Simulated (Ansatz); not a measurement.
`CO[SiH](I)OC`, relaxed with RKS PBE0-D4/def2-TZVP in the Gaussian-basis code of Ansatz from a GFN2-xTB geometry. The force threshold is 0.005 eV/Å; the program also tests the step.

Charge 0, multiplicity 1. I: def2 effective core potential.

Start:

```xyz
13

C     0.828    1.959   -1.099
O     0.514    1.005   -0.129
Si    0.666   -0.596   -0.171
I    -0.483   -1.384   -2.207
O     0.016   -1.247    1.135
C    -1.310   -1.302    1.576
H     1.910    2.013   -1.245
H     0.356    1.713   -2.055
H     0.459    2.924   -0.751
H     2.012   -1.112   -0.151
H    -1.673   -0.306    1.837
H    -1.339   -1.942    2.458
H    -1.955   -1.726    0.802
```

Problem. How much energy does the relaxation release, and in how many steps? (An estimate is asked.)

Solution. Computed: 4.99 kJ/mol, in 10 steps.

Problem. Which bonds change most? (An estimate is asked.)

Solution. Ansatz gave: Si3–H10 from 1.441 to 1.474 Å; Si3–O5 from 1.598 to 1.615 Å; O5–C6 from 1.398 to 1.414 Å; O2–Si3 from 1.609 to 1.624 Å.

Problem. Give the relaxed structure. (Best estimate.)

Solution. Ansatz gave: 
```xyz
13

C     0.776    1.923   -1.057
O     0.502    0.961   -0.062
Si    0.703   -0.647   -0.160
I    -0.397   -1.435   -2.213
O     0.047   -1.345    1.140
C    -1.306   -1.253    1.541
H     1.844    1.951   -1.297
H     0.213    1.713   -1.971
H     0.478    2.899   -0.671
H     2.118   -1.055   -0.213
H    -1.579   -0.218    1.761
H    -1.428   -1.855    2.441
H    -1.970   -1.641    0.762
```
